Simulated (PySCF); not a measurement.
# Steps of a relaxation of [Gd(SH)4]−

[Gd(SH)4]− (singlet in the valence; each metal's 4f electrons, 7 of them, lie in its core potential, out of spins and levels; a saddle point, relaxed within its symmetry). PySCF 2.14.0, RKS PBE0, Gd lcecp-1-SVP with ECP53, S def2-SVP, H def2-SVP; non-relativistic Hamiltonian with scalar-relativistic core potentials where named; density fitting; no spin-orbit coupling. Origin of the start: template. Columns: position (Å) and force (eV/Å). Energies are counted from the last step; some of the 12 steps are shown. Forces carry noise of the integration grid, about 0.01 to 0.03 eV/Å.

Run from Python with OMP_NUM_THREADS=2. Where DIIS fails, smearing, a level shift and second-order steps follow.
It took 94 s on 2 threads of Arm Neoverse V1 (shared host), from the converged density of the start.

```xyz
9
step 0  E = 0.188 eV
Gd    0.0000    0.0000    0.0000     0.00    0.00    0.00
S     1.5755    1.5755    1.5755    -0.41    0.13   -0.24
H     2.6853    0.8468    1.7660     0.15   -0.27   -0.06
S    -1.5755   -1.5755    1.5755     0.41   -0.13   -0.24
H    -2.6853   -0.8468    1.7660    -0.15    0.27   -0.06
S     1.5755   -1.5755   -1.5755     0.13    0.41    0.24
H     0.8468   -2.6853   -1.7660    -0.27   -0.15    0.06
S    -1.5755    1.5755   -1.5755    -0.13   -0.41    0.24
H    -0.8468    2.6853   -1.7660     0.27    0.15    0.06
```

```xyz
9
step 4  E = 0.017 eV
Gd    0.0000    0.0000    0.0000     0.00    0.00    0.00
S     1.5489    1.6525    1.4107     0.14    0.06    0.09
H     2.5308    0.7384    1.6160    -0.10    0.02   -0.04
S    -1.5489   -1.6525    1.4107    -0.14   -0.06    0.09
H    -2.5308   -0.7384    1.6160     0.10   -0.02   -0.04
S     1.6525   -1.5489   -1.4107     0.06   -0.14   -0.09
H     0.7384   -2.5308   -1.6160     0.02    0.10    0.04
S    -1.6525    1.5489   -1.4107    -0.06    0.14   -0.09
H    -0.7384    2.5308   -1.6160    -0.02   -0.10    0.04
```

```xyz
9
step 7  E = 0.002 eV
Gd    0.0000    0.0000    0.0000     0.00    0.00    0.00
S     1.5539    1.6840    1.3920    -0.02    0.00    0.01
H     2.4769    0.7066    1.5564     0.00   -0.01    0.00
S    -1.5539   -1.6840    1.3920     0.02    0.00    0.01
H    -2.4769   -0.7066    1.5564     0.00    0.01    0.00
S     1.6840   -1.5539   -1.3920     0.00    0.02   -0.01
H     0.7066   -2.4769   -1.5564    -0.01    0.00    0.00
S    -1.6840    1.5539   -1.3920     0.00   -0.02   -0.01
H    -0.7066    2.4769   -1.5564     0.01    0.00    0.00
```

Problem. Where does the relaxation end?

Solution. It converges at step 11 in S4:
```xyz
9
step 11  E = 0
Gd    0.0000    0.0000    0.0000
S     1.5333    1.6738    1.4235
H     2.4569    0.6932    1.5700
S    -1.5333   -1.6738    1.4235
H    -2.4569   -0.6932    1.5700
S     1.6738   -1.5333   -1.4235
H     0.6932   -2.4569   -1.5700
S    -1.6738    1.5333   -1.4235
H    -0.6932    2.4569   -1.5700
```

Problem. How did the contacts change?

Solution. 
```csv
contact,start (Å),end (Å)
Gd1–S2 (SH),2.729,2.679
Gd1–S4 (SH),2.729,2.679
Gd1–S6 (SH),2.729,2.679
Gd1–S8 (SH),2.729,2.679
```


An lcecp potential fixes the number of 4f electrons, so in runs with it no electron can move into or out of that shell.
